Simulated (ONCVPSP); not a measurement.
**Se (Z = 34): variants of one ONCV potential**

Base potential:

- Element: selenium (Se)
- Generator: ONCVPSP 4.0.1
- Type: optimised norm-conserving Vanderbilt (ONCV)
- Functional: PBE
- Relativity: scalar-relativistic
- Frozen core: [Ar] 3d10
- Valence charge: 6
- Reference configuration: 4s1.5 4p4.5
- Partial waves: 4s: rc 1.35 bohr, ncon 4, nbas 7, qcut 5.7 1/bohr, 2 projectors, debl 0.7 Ha; 4p: rc 1.55 bohr, ncon 5, nbas 9, qcut 5.2 1/bohr, 2 projectors, debl 1.3 Ha
- Local potential: polynomial inside 0.85 bohr (lpopt 5, dvloc0 0 Ha)
- Core correction: Teter function, fcfact 4.5, rcfact 1.8

Cutoffs, loose and tight: the cutoffs (Ha) at which the residual kinetic energy of the hardest occupied pseudo-wave falls to 1 and 0.1 mHa per electron. They do not see the model core or the augmentation charge, which bear on the density cutoff. Test errors are all-electron minus pseudo excitation energies from the reference, over the configurations 4s2 4p4; 4s2 4p3; 4s2 4p2; 4s1 4p4. A dash means not determined; rows that change the core or the reference have their own tests.

For the base: The cutoffs count occupied waves only; projector 2 of the p channel, the hardest unoccupied one, needs 75 Ha at the loose tolerance.

A true bound ghost makes a file unfit for plane-wave use even where its test errors are small: the radial tests pick states by their node count and pass the ghost by.

| change | outcome | cutoff, loose | cutoff, tight | bound ghosts | GHOST(+) flags above zero | largest test error (meV) |
| --- | --- | --- | --- | --- | --- | --- |
| base | generated | 12 Ha | 56 Ha | s | s, p | -216 |
| core correction Teter function, fcfact 1.4, rcfact 1.8 | generated | 12 Ha | 56 Ha | s | s, p | -90 |
| core correction Teter function, fcfact 3.7, rcfact 1.8 | generated | 12 Ha | 56 Ha | s | s, p | -186 |
| core correction Teter function, fcfact 4.4, rcfact 1.8 | generated | 12 Ha | 56 Ha | s | s, p | -213 |
| core correction Teter function, fcfact 5.1, rcfact 1.8 | generated | 12 Ha | 56 Ha | s | s, p | -237 |
| core correction Teter function, fcfact 6.2, rcfact 1.8 | generated | 12 Ha | 56 Ha | s | s, p | -272 |
| core correction Teter function, fcfact 6.6, rcfact 1.8 | generated | 12 Ha | 56 Ha | s | s, p | -286 |
| core correction Teter function, fcfact 7.6, rcfact 1.8 | generated | 12 Ha | 56 Ha | s | s, p | -313 |

Q: What comes out with this change to the base: core correction Teter function, fcfact 3, rcfact 1.8?

A: outcome: generated; cutoff, loose: 12 Ha; cutoff, tight: 56 Ha; bound ghosts: s; GHOST(+) flags above zero: s, p; largest test error (meV): -159.

Q: What comes out with this change to the base: core correction Teter function, fcfact 2.1, rcfact 1.8?

A: outcome: generated; cutoff, loose: 12 Ha; cutoff, tight: 56 Ha; bound ghosts: s; GHOST(+) flags above zero: s, p; largest test error (meV): -121.

Reading the sweep of the fcfact (base included, trends over the rows without a ghost): Bound ghosts are found at 1.4, 2.1, 3, 3.7, 4.4, 4.5, 5.1, 6.2, 6.6, 7.6. Every judged row has one, so this setting neither creates nor removes them.
